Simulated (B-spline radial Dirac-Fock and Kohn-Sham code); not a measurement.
# Dipole and non-dipole photoemission parameters of Cr⁶⁺ 2s

System: chromium as Cr⁶⁺ in the configuration [Ne] 3s2 3p6; threshold 813.2 eV (orbital energy of the model). Calculated with a radial atomic solver, using Dirac-Hartree-Slater photoionisation with a Latter tail; cross sections with all multipoles, angular parameters from the dipole term and its interference with E2.

The run's input, task.json:

```json
{"items": [{
  "Z": 24,
  "q": 6,
  "cfg": [[1, 0, 2], [2, 0, 2], [2, 1, 6], [3, 0, 2], [3, 1, 6]],
  "A": 52,
  "rrms": 3.6452,
  "do": "xps",
  "hv": [55.5, 69.0, 80, 124.0, 150, 181.0, 249.0, 300, 366.0, 425.0, 477.0, 808.0, 855.0, 1060.0, 1160.0, 1200.0, 1290.0, 1750.0, 2000, 3080.0, 3350.0, 3410.0, 3500.0, 4000, 6000, 9251.7, 9350.0, 10300.0, 11900.0, 12000]
}]}
```

Command: `python xray2_run.py task.json out`

```csv
hν (eV),σ (kb),β,γ
855,133,2.000,0.372
1060,95.0,2.000,0.042
1160,?,?,?
1200,77.7,2.000,-0.028
1290,68.8,2.000,-0.048
1750,39.5,2.000,-0.012
2000,30.6,2.000,0.043
3080,12.6,2.000,0.331
3350,10.5,2.000,0.403
3410,10.1,2.000,0.418
3500,9.52,2.000,0.441
4000,7.07,2.000,0.564
6000,2.75,2.000,0.994
9251.7,0.943,1.999,1.542
9350,0.918,1.999,1.557
10300,0.717,1.999,1.695
11900,0.492,1.999,1.911
12000,0.481,1.999,1.923
```

Problem. Give the values at 1160 eV.

Solution. σ = 82.1 kb, β = 2.000, γ = -0.014. For an s subshell δ is negligible.
